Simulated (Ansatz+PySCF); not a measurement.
A calculation with Ansatz (development build ahead of 0.2.0).

```yaml
crystal:
  periodic: [false, false, false]
  atoms:
    - { symbol: Pd, position_ang: [0.0, 0.0, 0.0] }
    - { symbol: H, position_ang: [0.0, 0.0, 1.59016] }
basis:
  gaussian: { orbitals: def2-SVP }
magnetization:
  initial_magnetization: 1
hamiltonian:
  xc: { name: wB97X }
scf:
  omitted_lower_state_checks: [starts, atomic_configurations, cluster_reference, orbital_swaps, given_window_search, neighbouring_geometries, increment]
```

The input is written out in the form of the current development build from the run's settings. The basis set brings a core potential for Pd, so the total leaves out those core electrons.

Output:

```
Converged                       : yes
Total energy                    : -128.43402 hartree
Spin squared of the determinant : 0.750
Stability test                  : minimum among restricted orbitals
```

Caution: other spin multiplicities were not run.
